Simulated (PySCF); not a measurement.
**Gas-phase XPS of `C=[CH][GaH2]`, computed**

Species: C2H5Ga.
Numbering: `[CH2:1]=[CH:2][GaH2:3]`

The calculation used delta-SCF UKS SCAN, pcX-2 on the ionised atom, pcseg-1 elsewhere, spin-free X2C in PySCF 2.14.0. Each binding energy is the total energy of the core-ionised species, with the hole localised on one atom, minus that of the ground state; both are solved self-consistently, so orbital relaxation is included.

Task: Give the core binding energies atom by atom.

Result: 
```csv
atom(s),environment,level,binding energy (eV),above the level's lowest (eV),count
C2,alkene CH carbon,C 1s,290.04,0.00,1
C1,terminal =CH2 carbon,C 1s,290.65,+0.61,1
```

Lowest listed C 1s: C2, bonded to C (double bond), H and Ga. Highest, 0.61 eV above it: C1, bonded to C (double bond) and 2 H.

Task: Which photon energy gives electrons from C 1s of C1 a kinetic energy of 50 eV, and what is their de Broglie wavelength?

Result: hν = 290.65 + 50 = 340.65 eV, recoil neglected; λ = 12.264 Å/√(E/eV) = 1.73 Å.

No level of gallium is listed. Isolated species at its PBE0-D3(BJ)/def2-SVP geometry, gas phase.
